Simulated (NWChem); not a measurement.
System meant: BeSiH₃OBr; SMILES [O]([Be][Br])[SiH3]

Input file for NWChem:

```
start job
memory heap 200 mb stack 900 mb global 1100 mb
geometry units angstroms noautosym nocenter noautoz
  Be    -0.041282     0.024456     0.001853
  Br    -0.077141     1.988464     0.007308
  O     -0.014409    -1.391194    -0.006621
  Si     0.034418    -3.059213    -0.005742
  H     -0.688076    -3.587896    -1.213613
  H     -0.628486    -3.581846     1.238457
  H      1.464640    -3.521733    -0.039931
end
basis spherical
  * library def2-svp
end
dft
  xc xtpss03 ctpss03
  iterations 150
end
property
  shielding 6 1 2 3 4 5 7
end
task dft property
```

End of the output:

```
 Vector   35  Occ=0.000000D+00  E=-2.862283D-03
              MO Center= -5.6D-02, -3.4D-02, -1.4D-02, r^2= 4.3D+00
   Bfn.  Coefficient  Atom+Function         Bfn.  Coefficient  Atom+Function
  ----- ------------  ---------------      ----- ------------  ---------------
     9     -0.576895  1 Be pz                 6      0.550226  1 Be pz
    68      0.367203  4 Si pz                26      0.309750  2 Br pz
    75      0.308620  5 H  s                 80     -0.222510  6 H  s
    50      0.191235  3 O  pz                47      0.179739  3 O  pz
    23      0.178688  2 Br pz                 7     -0.175814  1 Be px

 center of mass
 --------------
 x =  -0.07862324 y =   0.56329945 z =   0.00443470

 moments of inertia (a.u.)
 ------------------
        2278.853701133996          48.740234355939           0.136654586867
          48.740234355939          22.734215555451          -6.302443113445
           0.136654586867          -6.302443113445        2279.897699287565

     Multipole analysis of the density
     ---------------------------------

     L   x y z        total         alpha         beta         nuclear
     -   - - -        -----         -----         ----         -------
     0   0 0 0     -0.000000    -32.000000    -32.000000     64.000000

     1   1 0 0      0.011577      2.226599      2.226599     -4.441621
     1   0 1 0     -0.492805     -5.012343     -5.012343      9.531882
     1   0 0 1      0.001569     -0.107637     -0.107637      0.216844

     2   2 0 0    -32.409832    -22.002452    -22.002452     11.595072
     2   1 1 0      0.037116     12.739885     12.739885    -25.442655
     2   1 0 1      0.000822      0.042943      0.042943     -0.085063
     2   0 2 0    -33.244628   -593.355586   -593.355586   1153.466544
     2   0 1 1     -0.009819     -1.589363     -1.589363      3.168908
     2   0 0 2    -32.407391    -21.579794    -21.579794     10.752196

          -----------------------------------------
          Chemical Shielding Tensors (GIAO, in ppm)
          -----------------------------------------

 ------------------------------------------------------------------------
  xtpss03: d2 not coded                    0
 ------------------------------------------------------------------------
 ------------------------------------------------------------------------
  current input line :
    22: task dft property
 ------------------------------------------------------------------------
 ------------------------------------------------------------------------
 This error has not yet been assigned to a category
 ------------------------------------------------------------------------
 For more information see the NWChem manual at https://nwchemgit.github.io

0: xtpss03: d2 not coded:Received an Error in Communication
```

Q: Find the fault in this run and fix the input.

A: The run crashed. Cause: this functional's second derivatives, which shieldings need, aren't coded here; the fix takes a hybrid GGA instead. This input runs:
```
start job
memory heap 200 mb stack 900 mb global 1100 mb
geometry units angstroms noautosym nocenter noautoz
  Be    -0.041282     0.024456     0.001853
  Br    -0.077141     1.988464     0.007308
  O     -0.014409    -1.391194    -0.006621
  Si     0.034418    -3.059213    -0.005742
  H     -0.688076    -3.587896    -1.213613
  H     -0.628486    -3.581846     1.238457
  H      1.464640    -3.521733    -0.039931
end
basis spherical
  * library def2-svp
end
dft
  xc pbe0
  iterations 150
end
property
  shielding 6 1 2 3 4 5 7
end
task dft property
```
It converges to -2954.57768 Ha (PBE0/def2-SVP, GIAO).
